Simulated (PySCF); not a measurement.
Level of theory: B3LYP-D3(BJ)/def2-TZVP run with PySCF. Isolated molecules, 0 K electronic values unless said otherwise. One relaxed conformer stands for a flexible species; it need not be the lowest. B3LYP has the VWN-RPA correlation part, as in Gaussian. Excitations are Tamm–Dancoff values on a coarser integration grid. The basis has no diffuse functions, so Rydberg states are missing or too high.

Reference species (SMILES): `O=CO[SiH3]` (O–C–O–Si torsion 0°) (neutral, multiplicity 1).

```
Quantity            Value
---------------  --------
HOMO             -8.35 eV
S1–T1 gap (TDA)   0.57 eV
HOMO–LUMO gap     7.66 eV
```

Changed species: `O=CNC` (C–N–C–O torsion 0°) (X = methylamino; the reference has X = siloxy).

**Question.** Predict the effect on the HOMO, S1–T1 gap (TDA) and HOMO–LUMO gap.

**Answer.** the HOMO rises by 1.12 eV, to -7.23 eV; the S1–T1 gap (TDA) falls by 0.04 eV, to 0.53 eV; the HOMO–LUMO gap falls by 0.03 eV, to 7.63 eV.
